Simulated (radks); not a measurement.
The oxygen anion O2-, [Ne], held by a Watson sphere: a shell of charge +2.15 at radius R that stands for the Madelung well of a crystal (potential energy -2.15/R inside, -2.15/r outside, in hartree with lengths in bohr). Calculated with a radial shooting solver on a logarithmic mesh with Libxc functionals: scalar-relativistic Kohn-Sham, LDA (Slater exchange, Perdew-Wang correlation), spin-polarised, spherical densities, finite nucleus; Fermi nuclear charge, rms radius of each element as measured or else 0.836 A^(1/3) + 0.57 fm. Response by self-consistent Sternheimer equations with the Hartree and adiabatic LDA kernel, the relativistic mass of each level held fixed and spin-orbit coupling left out. The sphere does not respond.

[
 {"R (bohr)": "1.9", "e(1s) (eV)": "-506.11", "e(2s) (eV)": "-24.040", "e(2p) (eV)": "-9.874", "<r> 2p (bohr)": "1.451", "sum of <r^2> (bohr^2)": "20.53", "X-ray form factor at sin(theta)/lambda = 0.2 1/angstrom": "6.173", "alpha (bohr^3)": "11.98"},
 {"R (bohr)": "1.97", "e(1s) (eV)": "-506.08", "e(2s) (eV)": "-23.668", "e(2p) (eV)": "-9.573", "<r> 2p (bohr)": "1.468", "sum of <r^2> (bohr^2)": "21.02", "X-ray form factor at sin(theta)/lambda = 0.2 1/angstrom": "6.132", "alpha (bohr^3)": "12.85"},
 {"R (bohr)": "2.28", "e(1s) (eV)": "-505.82", "e(2s) (eV)": "-22.208", "e(2p) (eV)": "-8.352", "<r> 2p (bohr)": "1.540", "sum of <r^2> (bohr^2)": "23.17", "X-ray form factor at sin(theta)/lambda = 0.2 1/angstrom": "5.982", "alpha (bohr^3)": "17.47"},
 {"R (bohr)": "2.36", "e(1s) (eV)": "-505.73", "e(2s) (eV)": "-21.877", "e(2p) (eV)": "-8.064", "<r> 2p (bohr)": "1.558", "sum of <r^2> (bohr^2)": "23.72", "X-ray form factor at sin(theta)/lambda = 0.2 1/angstrom": "5.951", "alpha (bohr^3)": "18.89"},
 {"R (bohr)": "2.49", "e(1s) (eV)": "-505.57", "e(2s) (eV)": "-21.376", "e(2p) (eV)": "-7.622", "<r> 2p (bohr)": "1.586", "sum of <r^2> (bohr^2)": "24.62", "X-ray form factor at sin(theta)/lambda = 0.2 1/angstrom": "5.905", "alpha (bohr^3)": "21.40"},
 {"R (bohr)": "2.87", "e(1s) (eV)": "-505.07", "e(2s) (eV)": "-20.138", "e(2p) (eV)": "-6.485", "<r> 2p (bohr)": "1.662", "sum of <r^2> (bohr^2)": "27.26", "X-ray form factor at sin(theta)/lambda = 0.2 1/angstrom": "5.804", "alpha (bohr^3)": "30.55"},
 {"R (bohr)": "2.9", "e(1s) (eV)": "-505.03", "e(2s) (eV)": "-20.053", "e(2p) (eV)": "-6.405", "<r> 2p (bohr)": "1.668", "sum of <r^2> (bohr^2)": "27.47", "X-ray form factor at sin(theta)/lambda = 0.2 1/angstrom": "5.797", "alpha (bohr^3)": "31.40"},
 {"R (bohr)": "3.2", "e(1s) (eV)": "-504.63", "e(2s) (eV)": "-19.288", "e(2p) (eV)": "-5.668", "<r> 2p (bohr)": "1.725", "sum of <r^2> (bohr^2)": "29.60", "X-ray form factor at sin(theta)/lambda = 0.2 1/angstrom": "5.746", "alpha (bohr^3)": "41.17"}
]
